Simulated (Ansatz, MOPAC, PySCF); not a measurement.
System: dialuminium oxide, Al2O, net charge 0, singlet state. SMILES: [Al][O][Al]
Geometry from a B3LYP-D3(BJ)/def2-TZVP (Ansatz, a first-principles code) optimisation:
```xyz
3

Al     0.0000     0.0000    -1.7104
O      0.0000     0.0000     0.0000
Al     0.0000     0.0000     1.7104
```
Charge 0, spin multiplicity 1.

Unscaled harmonic wavenumbers (cm⁻¹) in rising order, each level at the stationary point that it reaches from this structure (no distance between atoms moves by over 0.3 Å); the order of modes can differ between levels, and a negative number is imaginary. B3LYP-D3(BJ)/def2-TZVP (PySCF, at the structure above): 110, 110, 509, 991.

PM7 (MOPAC): -139, -139, 630, 1226. Zero-point energy 2.7 against 2.5 kcal/mol; where all levels lie over 400 cm⁻¹, the wavenumbers are on average 1.238 times those of B3LYP-D3(BJ)/def2-TZVP. This level finds the structure a saddle point. The zero-point energy leaves imaginary modes out.

B3LYP/6-31G* (Ansatz): 93, 93, 507, 976. Zero-point energy 2.4 against 2.5 kcal/mol; where all levels lie over 400 cm⁻¹, the wavenumbers are on average 0.991 times those of B3LYP-D3(BJ)/def2-TZVP.
